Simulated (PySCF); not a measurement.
InPb and its ions

UHF; basis In cc-pVDZ-PP with ECP28, Pb cc-pVDZ-PP with ECP60; scalar-relativistic core potentials; PySCF 2.14. Neutral (UHF): quartet (σ ↑, π ↑↑), Re = 2.991 Å, ωe = 116 cm⁻¹, De = 1.12 eV, HOMO -6.53 eV, LUMO 0.34 eV.

InPb⁺ (UHF): triplet (σ ↑, π ↑), Re = 3.515 Å, ωe = 60.7 cm⁻¹. The energies at the minima are -381.07855 hartree for InPb and -380.86783 for InPb⁺.

Work out the adiabatic ionisation energy, without and with harmonic zero-point energies (1 hartree = 27.2114 eV, 1 eV = 8065.5 cm⁻¹), and the change of the bond length.

At UHF: 0.21072 hartree = 5.734 eV between the minima; the zero-point term (60.7 − 116.0)/2 cm⁻¹ = -0.003 eV makes it 5.731 eV. Re changes by +52.4 pm against the neutral. The electron leaves a π orbital, and the ion is left as a loose complex of an ion and an atom.

These are scalar-relativistic numbers at best; spin–orbit coupling would shift them, the dissociation energy most. Hartree–Fock leaves out correlation, which carries a large part of most bond energies and some tenths to 1 eV of ionisation energies. States were picked by a PBE0 search and need not be the measured ground states.
